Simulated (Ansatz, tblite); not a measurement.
Forces on the cluster Zn10O10 at its r2SCAN-D4/def2-SVP geometry. Charge 0, multiplicity 1.

The xTB rows come from tblite. Single mean-field runs in def2-SVP are fitted with def2-universal-jkfit. The structure comes from a short search, and lower isomers may exist.

GFN1-xTB (tblite), largest force 0.65 eV/Å:

```xyz
20
positions Å, forces eV/Å
Zn    3.017    0.926    2.379    0.187    0.007    0.003
Zn   -0.003   -0.050    3.324   -0.351   -0.284   -0.048
Zn   -3.444   -0.641   -2.432   -0.021   -0.078    0.070
Zn   -1.316   -0.204   -0.275    0.228    0.322    0.225
Zn   -3.125   -2.632   -0.830   -0.050    0.043   -0.134
Zn   -0.707    1.317   -2.504    0.590    0.156   -0.110
Zn    4.095    0.690   -0.145    0.080   -0.039   -0.165
Zn    0.484    1.195    1.002   -0.455   -0.225    0.003
Zn    1.933    1.150   -2.293   -0.162    0.061   -0.251
Zn   -1.436   -1.721    2.049    0.197    0.230    0.376
O    -4.178   -2.267   -2.237    0.351    0.243    0.254
O    -1.137    0.291    1.615    0.041    0.084   -0.164
O    -1.817   -2.096    0.255   -0.345   -0.321   -0.322
O     1.290    1.239    2.757    0.524   -0.036   -0.065
O    -2.290    0.582   -1.825   -0.464   -0.421   -0.167
O    -0.654   -1.705    3.692    0.044    0.198   -0.290
O     3.625    0.751   -1.814   -0.044    0.060    0.168
O     0.405    0.778   -0.799    0.140    0.041    0.421
O     4.557    0.658    1.588   -0.375    0.082    0.047
O     0.699    1.740   -3.507   -0.115   -0.121    0.148
```

GFN2-xTB (tblite), largest force 0.85 eV/Å:

```
Zn 0.250 -0.079 0.133
Zn 0.070 -0.004 0.157
Zn 0.061 0.095 -0.004
Zn -0.483 -0.288 -0.204
Zn 0.052 0.014 0.098
Zn 0.029 0.226 -0.142
Zn 0.030 -0.024 -0.214
Zn -0.082 0.008 0.041
Zn 0.453 -0.081 -0.196
Zn 0.038 -0.133 0.013
O 0.606 0.427 0.418
O 0.034 -0.003 -0.217
O -0.163 0.247 -0.212
O 0.159 -0.352 -0.388
O 0.118 -0.550 0.142
O 0.010 0.459 -0.558
O -0.370 0.102 0.275
O 0.165 0.080 0.287
O -0.715 0.152 -0.068
O -0.264 -0.294 0.638
```

PBE-D4/def2-SVP (Ansatz), largest force 0.60 eV/Å:

```
Zn -0.004 -0.030 0.079
Zn 0.098 0.081 0.184
Zn -0.056 0.094 -0.178
Zn -0.023 -0.083 -0.081
Zn -0.053 -0.181 0.108
Zn -0.190 0.063 -0.068
Zn -0.043 0.003 0.060
Zn 0.138 0.199 -0.057
Zn 0.037 -0.014 0.063
Zn -0.152 -0.167 -0.005
O -0.427 -0.300 -0.293
O -0.351 0.207 0.135
O 0.230 -0.171 0.014
O -0.080 0.320 0.299
O -0.145 0.310 0.078
O 0.019 -0.348 0.429
O 0.238 -0.067 -0.386
O 0.152 -0.049 -0.137
O 0.506 -0.073 0.208
O 0.107 0.208 -0.454
```
